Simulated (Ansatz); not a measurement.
Harmonic frequencies (cm⁻¹) at PBE0-D4/def2-TZVP from Ansatz: 126, 140, 168, 172, 197, 266, 274, 336, 400, 666, 686, 721, 751, 798, 1559, 1572, 2719, 3611, 3617, 3714, 3720.

Each molecule was computed in one conformer, which needn't be the lowest.

(1) Which molecule is it?
A. `C#[C][GaH][CH3]`
B. `[NH2][Ga]([NH2])[SH]`
C. `[OH][Ga]([SH])[O][SiH3]`
D. `[CH3][Ga]([Cl])[C]#N`

## Answers

(1) B.
